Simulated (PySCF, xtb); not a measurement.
C2H6F2Si, SMILES C(F)[Si@@H](F)C. Other conformers were not sampled.

Harmonic wavenumbers (cm⁻¹) from GFN2-xTB (xtb) at its own minimum, in rising order: 19, 104, 142, 186, 213, 299, 604, 630, 683, 735, 758, 803, 835, 858, 1030, 1207, 1287, 1376, 1440, 1470, 1477, 2351, 2953, 2962, 3027, 3050, 3053.

Question: What does PBE-D3(BJ)/def2-SVP (PySCF 2.14.0) give at its own minimum? (An estimate is asked for; the answer gives what the named calculation found.)

Answer: 82, 127, 141, 212, 245, 313, 593, 644, 687, 743, 761, 819, 854, 919, 1047, 1200, 1223, 1265, 1377, 1382, 1395, 2187, 2927, 2977, 2982, 3076, 3082. Paired by order, the mean absolute difference is 38 cm⁻¹ and the zero-point energies are 48.0 and 47.5 kcal/mol.
